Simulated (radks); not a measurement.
Q: Excited configurations of neutral beryllium: one electron is placed in a higher orbital outside [He] 2s1. The ground configuration is [He] 2s2. All-electron calculation, non-relativistic Kohn-Sham, PBE, spin-polarised, spherical densities, point nucleus; open shells are filled with parallel spins first. Program: a radial shooting solver on a logarithmic mesh with Libxc functionals. Excitation = E - E(ground); binding = E(ion) - E, where the ion is the core of charge +1; n* = 1/sqrt(2 binding) in atomic units, and the quantum defect is n - n*.

| outer orbital | excitation (eV) | binding (eV) | n* | quantum defect | eigenvalue (eV) | <r> (bohr) |
|---|---|---|---|---|---|---|
| 2p | 2.440 | 6.557 | 1.440 | 0.560 | -3.035 | 2.939 |
| 3p | 6.665 | 2.332 | 2.415 | 0.585 | -1.312 | 8.493 |
| 3d | 7.259 | 1.738 | 2.798 | 0.202 | -0.783 | 9.337 |
| 4s | 7.442 | 1.555 | 2.958 | 1.042 | -0.972 | 14.50 |
| 4p | 7.692 | 1.305 | 3.229 | 0.771 | -0.795 | 16.49 |
| 5s | 8.043 | 0.954 | 3.777 | 1.223 | -0.629 | 24.03 |
| 5p | 8.159 | 0.838 | 4.030 | 0.970 | -0.547 | 26.69 |
| 5f | 8.325 | 0.671 | 4.501 | 0.499 | -0.405 | 28.39 |

Estimate the row for 5d.

A: excitation (eV) 8.242; binding (eV) 0.755; n* 4.246; quantum defect 0.754; eigenvalue (eV) -0.476; <r> (bohr) 27.99. The Delta-SCF ionisation energy is 8.997 eV (NIST Atomic Spectra Database: 9.323 eV, measured). Self-interaction in the functional shifts the binding energies and quantum defects, so they are the method's values and not measured ones.
